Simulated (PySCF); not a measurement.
TeBr2, SMILES Br[Te]Br. The structure is a stationary point at B3LYP-D3(BJ)/def2-SVP. The def2 effective core potentials stand for the cores of Te; spin–orbit coupling is left out.

Computed equilibrium geometry at B3LYP-D3(BJ)/def2-SVP (PySCF confirms it by a frequency run) as a Z-matrix, and its point group:
point group C2v.
```
Te
Br 1 2.5337
Br 1 2.5337 2 101.10
```
